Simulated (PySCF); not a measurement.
## C6H9NP2: full NMR table

```
Formula                               : C6H9NP2
SMILES                                : CN(C)c1cpcpc1
Point group of the computed structure : C2
Carbon signals                        : 4
Proton signals                        : 3
```

Mapped SMILES: `[CH3:1][N:2]([CH3:3])[c:4]1[cH:5][p:6][cH:7][p:8][cH:9]1` (H(Xn): hydrogen on atom n).

[PySCF 2.14.0 with density-fitted response routines: σ from GIAO-PBE0/pcSseg-1; GFN2-xTB geometry; relativity neglected; gas phase; fast rotation and ring inversion assumed for equivalent nuclei; one computed conformer]

Referencing at the same level of theory: $^{1}$H and $^{13}$C vs TMS; H3PO4 for $^{31}$P; $^{15}$N vs NH3.

```tsv
carbon	δC, type	δH (multiplicity)	HMBC from (2–3 bonds)	span of the C tensor (ppm)
C1/C3	40.8, CH3	3.18 (s)	H(C1)/H(C3)	61
C4	153.7, C	–	H(C5)/H(C9), H(C1)/H(C3)	195
C5/C9	141.1, CH	8.04 (m)	H(C7), H(C5)/H(C9)	278
C7	172.1, CH	9.63 (m)	H(C5)/H(C9)	388
```

Other nuclei:
```
atoms   nucleus                                     environment  δ (ppm)  σ (ppm)
P6/P8  $^{31}$P  phosphorus bonded to 2 C, in a 6-membered ring    268.4     50.0
   N2  $^{15}$N                           aniline-type nitrogen     75.6    192.1
```

- δC 172.1, 141.1: aromatic CH.
- δC 153.7: aromatic carbon bearing nitrogen; σ withdrawal by the attached heteroatom moves it downfield of the ring CH carbons.
- δC 40.8: methyl carbon bonded to N; pulled downfield by the heteroatom.
- δH 9.63, 8.04: hydrogen on an aromatic CH; the ring current deshields protons in the ring plane.
- δH 3.18: hydrogen on a methyl carbon bonded to N; its carbon carries N, which withdraws density.

Splittings by $^{31}$P in the carbon and heteronuclear signals aren't shown, as no couplings were computed. Shifts are as computed. Against solution values, carbons near 30 ppm lie about +3 ppm off and those near 130 ppm about +5 ppm. Of 1211 compounds with measured shifts, 218 miss one by over three times the rms of a fit or turn the order of signals round; such compounds aren't used in these exercises. Experimental scales use liquid or dissolved standards, which lie at an offset from isolated NH3 (liquid NH3: subtract about 20 ppm) and H3PO4. Multiplicities follow the n + 1 count of equivalent neighbours, as no J values were calculated; m marks all less simple cases, F and P coupling included.
